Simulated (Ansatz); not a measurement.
Gas-phase electronic energies from Ansatz, PBE0-D4/def2-TZVP geometries. CCSD(T)/CBS adds triple-zeta CCSD(T) − MP2 to the extrapolated MP2 energy (def2 sets, frozen cores). DFT in def2-TZVPP. Each species was taken in one conformer, which may not be the lowest.

Consider the isomerisation: `C[SiH](Cl)[SiH2]O` → `O[SiH]([SiH3])CCl`.

```tsv
level	ΔE (kJ/mol)
ωB97M-V	165.7
PBE	159.1
SCS-MP2/def2-TZVPP	164.8
CCSD(T)/def2-TZVPP	161.0
HF/def2-QZVPP	168.2
SCS-MP2/def2-QZVPP	167.1
HF/CBS(def2)	168.2
CCSD/CBS(def2)	166.0
```

Problem. What does CCSD(T)/CBS give? (An estimate is asked.)

Solution. Ansatz gave: +164.6 kJ/mol. The listed levels differ from it by 1.1, -5.5, 0.2, -3.6, 3.6, 2.5, 3.6, 1.4 kJ/mol.

Largest T1 diagnostic among the species: 0.011.

From PBE to PBE0 (25 % exact exchange), in def2-TZVPP and without D4, ΔE moves by +4.5 kJ/mol.
